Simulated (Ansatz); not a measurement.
The pair A = N2 (SMILES N#N) (first 2 atoms), B = PH3 (SMILES P); geometry from B3LYP-D3(BJ)/def2-TZVP.
(charge 0, multiplicity 1):
```xyz
6

N      0.64685    -0.21103    -0.51132
N     -0.33486     0.26387    -0.48761
P      0.02480     0.10779     3.54634
H      1.11993     0.63261     2.81302
H      0.01642    -1.11085     2.82014
H     -0.93879     0.71416     2.70012
```

Cores are frozen in the correlated methods. MP2 and its Hartree–Fock in aug-cc-pV(Q+d)Z are density fitted.

Run with Ansatz (a program for electronic structure). 

The counterpoise-corrected interaction energy is E(AB) − E(A in the pair's basis) − E(B in the pair's basis). Total energies (hartree):

```
level                              AB  A in the pair's basis  B in the pair's basis
-----------------------  ------------  ---------------------  ---------------------
HF/aug-cc-pV(T+d)Z       -451.4755003           -108.9859666           -342.4903523
MP2/aug-cc-pV(T+d)Z      -452.0282471           -109.3636945           -342.6638380
HF/aug-cc-pV(Q+d)Z       -451.4856515           -108.9927556           -342.4937229
MP2/aug-cc-pV(Q+d)Z      -452.0709025           -109.3926668           -342.6774757
CCSD(T)/aug-cc-pV(T+d)Z  -452.0802988           -109.3805765           -342.6991330
```

Task: Work out the counterpoise-corrected interaction energy at the basis-set limit: extrapolate the MP2 correlation part as X⁻³, take Hartree–Fock from the larger set, and add the CCSD(T) − MP2 difference of aug-cc-pV(T+d)Z.

Result: 
1. Differences (1 hartree = 627.509 kcal/mol): HF/aug-cc-pV(T+d)Z 0.514; MP2/aug-cc-pV(T+d)Z -0.448; HF/aug-cc-pV(Q+d)Z 0.519; MP2/aug-cc-pV(Q+d)Z -0.477; CCSD(T)/aug-cc-pV(T+d)Z -0.370.
2. Correlation parts, MP2 less HF: -0.962 in aug-cc-pV(T+d)Z (X = 3), -0.996 in aug-cc-pV(Q+d)Z (X = 4).
3. Limit (4³·(-0.996) − 3³·(-0.962))/(4³ − 3³) = -1.020; with HF/aug-cc-pV(Q+d)Z it gives -0.501.
4. CCSD(T) less MP2 in aug-cc-pV(T+d)Z: 0.079.
Result: -0.42 kcal/mol, against -0.45 at MP2/aug-cc-pV(T+d)Z. It is an estimate of this method's limit, not of the exact value.
